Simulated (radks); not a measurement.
B3+, 2 electrons, occupied as [He] (the NIST ground configuration).

Method: Dirac Kohn-Sham, PBE, spin-unpolarised, spherical densities, point nucleus; computed with a radial shooting solver on a logarithmic mesh with Libxc functionals.

Energy parts (hartree):
total: -21.98899
kinetic: 21.95791
electron-nucleus: -46.84069
Hartree: 5.78220
exchange-correlation: -2.88840

Orbitals (lengths in bohr, moments of r in powers of bohr; r(max) is where P^2 peaks):
orbital  occ.  eigenvalue (hartree)     <r>  r(max)  small-component weight
1s1/2       2              -8.50310  0.3264  0.2096                2.92e-04

The highest occupied level is 1s1/2 at -231.38 eV. The density falls to 0.001 e/bohr^3 at r = 1.23 bohr.
